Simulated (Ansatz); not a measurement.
F$_{2}$H$_{4}$O$_{4}$W, SMILES `[OH][W]([OH])([OH])([OH])([F])[F]` from Hartree–Fock to CCSD(T)

```xyz
11

O     0.4065   -1.8233    0.5615
W    -0.0539   -0.0950    0.0338
O    -0.3624    0.6455    1.7312
O    -0.4357    1.4368   -0.9951
O     1.7370    0.4421    0.1412
F    -1.9083   -0.4722    0.1144
F    -0.0707   -0.9191   -1.6935
H     0.5089   -2.5640   -0.0417
H    -1.2453    0.6321    2.1121
H    -0.6229    1.3819   -1.9355
H     2.0467    1.3351   -0.0284
```

Charge 0, multiplicity 1. Correlated methods include outer-core shells of W, which these sets cover unevenly. W takes the def2 core potential. Geometry: relaxed with PBE0-D4/def2-TZVP. It is one conformer, not always the lowest. Frozen core, restricted reference, Ansatz.

```csv
basis,HF (Eh),MP2 corr.,CCSD corr.,(T),CCSD(T) total
def2-SVP,?,?,-1.49194,?,?
def2-TZVPP,-567.48735,-1.98471,–,–,–
def2-QZVPP,?,-2.17191,–,–,–
```

(1) Fill in the withheld values. (An estimate is asked.)

Results:

(1) Computed: def2-SVP HF (Eh): -566.80552; def2-SVP MP2 corr.: -1.51750; def2-SVP (T): -0.05162; def2-SVP CCSD(T) total: -568.34908; def2-QZVPP HF (Eh): -567.51182.
